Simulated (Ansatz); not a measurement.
`C[Si](O)(F)[SiH3]` + H₂ → `O[SiH](F)[SiH3]` + CH₄ at 500 K and 1 bar (hydrogenolysis of the Si–C bond).

Gas-phase electronic energies from Ansatz, PBE0-D4/def2-TZVP geometries. CCSD(T)/CBS is the MP2 limit (def2-TZVPP, def2-QZVPP) plus CCSD(T) − MP2 in def2-TZVPP, frozen cores. This one scheme is used for every species. One conformer a species, not always the lowest.

```
            species  CCSD(T)/CBS energy (Eh)  H − E (kJ/mol)  S (J/(mol·K))
`C[Si](O)(F)[SiH3]`               -795.51911           264.8          458.2
                 H₂                 -1.17544            41.0          145.5
  `O[SiH](F)[SiH3]`               -756.23815           178.6          402.9
                CH₄                -40.46206           135.6          206.8
```

H − E and S are ideal-gas, rigid-rotor, harmonic terms from PBE0-D4/def2-TZVP, for one conformer and one mirror image of each species. For small species the MP2-based limit differs from directly extrapolated CCSD(T) by up to some mEh (0.8 for H₂); such offsets cancel only in part. 1 Eh = 2625.50 kJ/mol, R = 8.31446 J/(mol·K).

Question: By hand: ΔE, ΔH, ΔS and ΔG.

Answer: ΔE = (-756.23815) + (-40.46206) − (-795.51911) − (-1.17544) = -0.00566 Eh = -14.9 kJ/mol. Δ(H − E) = 178.6 + 135.6 − 264.8 − 41.0 = 8.4, so ΔH = -6.5 kJ/mol. ΔS = 402.9 + 206.8 − 458.2 − 145.5 = 6.0 J/(mol·K). ΔG = -6.5 − 500 × (6.0)/1000 = -9.5 kJ/mol.

Question: By hand: the equilibrium constant, and the temperature at which ΔG would vanish if ΔH and ΔS stayed fixed.

Answer: log₁₀ K = −ΔG/(RT ln 10) = 1.0. ΔH and −TΔS have one sign here, so there is no such temperature.

TΔS isn't small against ΔH here. A doubt of 5 kJ/mol in ΔE shifts log₁₀ K by 0.5 here. Other conformers and mirror images would add mixing entropy, several J/(mol·K) or more a flexible species. These are equilibria of isolated gas molecules and say nothing of rates. Largest T1 diagnostic: 0.013 (customary marks: 0.02 for closed shells, 0.045 for open ones).

ΔS is within the doubt of such terms, so its sign, and with it that verdict, could turn.
